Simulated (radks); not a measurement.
Problem. The table gives one normalised radial function P(r) = r R(r) of Ni5+ in [Ar] 3d5 (r in bohr). All-electron calculation, scalar-relativistic Kohn-Sham, BLYP, spin-unpolarised, spherical densities, point nucleus. Program: a radial shooting solver on a logarithmic mesh with Libxc functionals.

r	P
0.004074	1.1132
0.005138	1.3560
0.006479	1.6391
0.008171	1.9619
0.01039	2.3324
0.0131	2.7136
0.01652	3.0956
0.021	3.4562
0.02649	3.7244
0.0334	3.8588
0.04246	3.7999
0.05355	3.5143
0.06753	3.0060
0.08517	2.3317
0.1083	1.5760
0.1365	0.9230
0.1722	0.4458
0.2189	0.1628
0.2761	0.0452
0.3482	0.0086
0.4426	0.0009
0.5582	0.0001
0.7039	0.0000
0.8877	0.0000
1.128	0.0000
1.423	0.0000
1.795	0.0000
2.282	0.0000
2.877	0.0000

Which n and l does it have? It may be an empty orbital.

Solution. n = 1, l = 0: the number of nodes gives n - l - 1 = 0, the rise at small r (about r^(l+1)) gives l, and the extent must fit the shell. The curve is that of 1s. 1s: eigenvalue -8305.9 eV, 0 radial nodes, <r> = 0.0541 bohr, 90 % of the charge inside 0.0966 bohr.
